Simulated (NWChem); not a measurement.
Program: NWChem. System: H6AlN, charge 0, spin multiplicity 1, at a geometry optimised with B3LYP/def2-SVP. The structure started from a generated list of species. Level: PBE/aug-cc-pVDZ.

Input file:

```
start mol
memory heap 200 mb stack 900 mb global 1100 mb
geometry units angstroms nocenter noautoz
  Al    -0.523630    -0.625593     0.000000
  H     -1.295526    -0.315130     1.370251
  H     -1.295526    -0.315130    -1.370251
  H      0.524266    -1.838703     0.000000
  N      0.814627     0.973185     0.000000
  H      1.421927     0.957979    -0.823682
  H      1.421927     0.957979     0.823682
  H      0.327739     1.873428     0.000000
  symmetry group Cs
end
basis spherical
  * library aug-cc-pvdz
end
dft
  xc xpbe96 cpbe96
  semidirect memsize 60000000 filesize 0
  iterations 100
end
task dft energy
```

Part of the output:

```
             Northwest Computational Chemistry Package (NWChem) 7.3.0
             --------------------------------------------------------

                                NWChem Input Module
                                -------------------

 Scaling coordinates for geometry "geometry" by  1.889725989
 (inverse scale =  0.529177249)

 Turning off AUTOSYM since
 SYMMETRY directive was detected!

                             Geometry "geometry" -> ""
                             -------------------------

 Output coordinates in angstroms (scale by  1.889725989 to convert to a.u.)

  No.       Tag          Charge          X              Y              Z
 ---- ---------------- ---------- -------------- -------------- --------------
    1 Al                  13.0000    -0.52363000    -0.62559300     0.00000000
    2 H                    1.0000    -1.29552600    -0.31513000     1.37025100
    3 H                    1.0000    -1.29552600    -0.31513000    -1.37025100
    4 H                    1.0000     0.52426600    -1.83870300     0.00000000
    5 N                    7.0000     0.81462700     0.97318500     0.00000000
    6 H                    1.0000     1.42192700     0.95797900    -0.82368200
    7 H                    1.0000     1.42192700     0.95797900     0.82368200
    8 H                    1.0000     0.32773900     1.87342800     0.00000000

 Effective nuclear repulsion energy (a.u.)      61.5874473954

            Nuclear Dipole moment (a.u.)
            ----------------------------
        X                 Y               Z
 ---------------- ---------------- ----------------
     0.0000113384     0.0000170075     0.0000000000

      Symmetry information
      --------------------

 Group name             Cs
 Group number              2
 Group order               2
 No. of unique centers     6

      Symmetry unique atoms

     1    2    4    5    6    8


 Summary of "ao basis" -> "" (spherical)
 ------------------------------------------------------------------------------
       Tag                 Description            Shells   Functions and Types
[...]
 Vector   13  Occ=2.000000D+00  E=-2.270788D-01  Symmetry=a'
              MO Center= -1.7D-01, -1.1D+00,  4.3D-11, r^2= 2.8D+00
   Bfn.  Coefficient  Atom+Function         Bfn.  Coefficient  Atom+Function
  ----- ------------  ---------------      ----- ------------  ---------------
    46      0.367956  4 H  s                  9      0.249158  1 Al px
    10     -0.208606  1 Al py                12      0.209349  1 Al px
    28     -0.183973  2 H  s                 37     -0.183973  3 H  s
    13     -0.175253  1 Al py                47      0.103692  4 H  s
    20     -0.075746  1 Al d  0              48     -0.057855  4 H  s

 Vector   14  Occ=0.000000D+00  E=-6.035279D-02  Symmetry=a'
              MO Center=  1.1D+00,  1.4D+00,  4.4D-14, r^2= 7.4D+00
   Bfn.  Coefficient  Atom+Function         Bfn.  Coefficient  Atom+Function
  ----- ------------  ---------------      ----- ------------  ---------------
    58      0.576261  5 N  s                 57      0.426625  5 N  s
    80     -0.307271  6 H  s                 89     -0.307271  7 H  s
    98     -0.307186  8 H  s                 13     -0.217469  1 Al py
    79     -0.205408  6 H  s                 88     -0.205408  7 H  s
    97     -0.205357  8 H  s                 56      0.198346  5 N  s

 Vector   15  Occ=0.000000D+00  E=-2.263581D-03  Symmetry=a"
              MO Center=  1.6D+00,  6.8D-01, -2.9D-14, r^2= 1.4D+01
   Bfn.  Coefficient  Atom+Function         Bfn.  Coefficient  Atom+Function
  ----- ------------  ---------------      ----- ------------  ---------------
    80      1.504352  6 H  s                 89     -1.504352  7 H  s
    17     -0.531452  1 Al pz                30      0.492993  2 H  s
    39     -0.492993  3 H  s                 61      0.216526  5 N  pz
    79      0.208917  6 H  s                 88     -0.208917  7 H  s
    64      0.192743  5 N  pz                67      0.178945  5 N  pz

 Vector   16  Occ=0.000000D+00  E=-2.262375D-03  Symmetry=a'
              MO Center=  3.9D-01,  1.6D+00,  9.6D-16, r^2= 1.4D+01
   Bfn.  Coefficient  Atom+Function         Bfn.  Coefficient  Atom+Function
  ----- ------------  ---------------      ----- ------------  ---------------
    98      1.737005  8 H  s                 80     -0.868458  6 H  s
    89     -0.868458  7 H  s                 48      0.569367  4 H  s
    15     -0.407566  1 Al px                16      0.341192  1 Al py
    30     -0.284687  2 H  s                 39     -0.284687  3 H  s
    97      0.241188  8 H  s                 59      0.166046  5 N  px

 center of mass
 --------------
 x =  -0.06459381 y =  -0.07719090 z =   0.00000000

 moments of inertia (a.u.)
 ------------------
         135.307246701281         -82.456531360714           0.000000000000
         -82.456531360714         105.816096100595           0.000000000000
           0.000000000000           0.000000000000         204.326512593231

     Multipole analysis of the density
     ---------------------------------

     L   x y z        total         alpha         beta         nuclear
     -   - - -        -----         -----         ----         -------
     0   0 0 0     -0.000000    -13.000000    -13.000000     26.000000

     1   1 0 0      1.343385      0.671687      0.671687      0.000011
     1   0 1 0      1.604832      0.802408      0.802408      0.000017
     1   0 0 1     -0.000000     -0.000000     -0.000000      0.000000

     2   2 0 0    -16.855456    -36.982967    -36.982967     57.110477
     2   1 1 0      2.802214    -21.808859    -21.808859     46.419931
     2   1 0 1     -0.000000     -0.000000     -0.000000      0.000000
     2   0 2 0    -15.853579    -44.783765    -44.783765     73.713951
     2   0 1 1      0.000000      0.000000      0.000000      0.000000
     2   0 0 2    -19.201331    -18.728448    -18.728448     18.255565

 Task  times  cpu:        3.6s     wall:        3.6s

 Total times  cpu:        3.7s     wall:        3.7s
```
